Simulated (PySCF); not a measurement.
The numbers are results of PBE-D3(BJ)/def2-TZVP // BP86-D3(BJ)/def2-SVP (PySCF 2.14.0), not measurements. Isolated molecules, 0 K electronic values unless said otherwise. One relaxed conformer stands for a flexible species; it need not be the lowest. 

Reference species: [Ti(Cl)(OH)3] (neutral, multiplicity 1).

The mean distance from the central atom to its bonded neighbours comes out as 1.901 Å and the HOMO is -7.19 eV. The charge on the central atom (meta-Löwdin) is 1.28 e.

After one change: the mean distance from the central atom to its bonded neighbours increases by 0.273 Å; the HOMO drops by 1.07 eV; the charge on the central atom (meta-Löwdin) decreases by 0.26 e.

### Question
Name the change that produced these shifts. The new species is one of these.
A. [Ti(Cl)3(OH)]
B. [Ti(Cl)4]
C. [Ti(Cl)2(OH)2]
D. [Ti(OH)4]

### Answer
B, [Ti(Cl)4]
